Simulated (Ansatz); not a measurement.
Basis-set series for F3H3OSiSn, SMILES `[F][Sn]([F])([F])[O][SiH3]`. The species carries charge 0 and has multiplicity 1. Sn: def2 effective core potential. All single points use the PBE0-D4/def2-TZVP geometry. It is one conformer, not always the lowest.

| functional | basis | functions | energy (Eh) | HOMO (eV) | LUMO (eV) |
| --- | --- | --- | --- | --- | --- |
| PBE0-D4 | def2-SVP | 115 | -879.58382 | -9.46 | -2.92 |
| PBE0-D4 | def2-QZVPP | 470 | -880.23109 | -9.54 | -3.11 |
| ωB97M-V | def2-SVP | 115 | -879.89488 | -11.71 | -0.73 |
| ωB97M-V | def2-QZVPP | 470 | -880.54977 | -11.84 | -1.07 |

Q: Give the rows for def2-TZVPP. (An estimate is asked.)

A: The calculation gave: 
```tsv
functional	basis	functions	energy (Eh)	HOMO (eV)	LUMO (eV)
PBE0-D4	def2-TZVPP	258	-880.19448	-9.54	-3.09
ωB97M-V	def2-TZVPP	258	-880.51577	-11.84	-0.98
```

All numbers were calculated with Ansatz.
